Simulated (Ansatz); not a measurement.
Compare A (`C1=C[SiH2]OC1`) with its isomer B (`COC#C[SiH3]`).

Gas-phase electronic energies from Ansatz, PBE0-D4/def2-TZVP geometries. CCSD(T)/CBS adds triple-zeta CCSD(T) − MP2 to the extrapolated MP2 energy (def2 sets, frozen cores). Functionals use def2-TZVPP. B3LYP here is the variant with VWN-RPA as its local correlation; programs differ in this.

Problem. Which isomer does CCSD(T)/CBS put lower? Give the gap. (Estimate.)

Solution. The calculation gave: A, by 276.8 kJ/mol.

Problem. Give E(B) − E(A) in kJ/mol with PBE0-D4, LDA (SPW92), HF/def2-TZVPP, B3LYP-D4, ωB97M-V, MP2/def2-TZVPP, CCSD(T)/def2-SVP. (An estimate is asked.)

Solution. Ansatz gave: PBE0-D4 280.3, LDA (SPW92) 288.0, HF/def2-TZVPP 260.5, B3LYP-D4 261.1, ωB97M-V 276.8, MP2/def2-TZVPP 271.7, CCSD(T)/def2-SVP 250.5. None reverses the order clearly.

Largest T1 diagnostic: 0.013.

From PBE to PBE0 (25 % exact exchange), in def2-TZVPP and without D4, E(B) − E(A) moves by +17.4 kJ/mol. The D4 term adds +9.2 kJ/mol with B3LYP and +4.5 kJ/mol with PBE0; it sums over pairs of atoms, weighted by their polarisabilities, and B3LYP, whose exchange is more repulsive, gets the larger term.
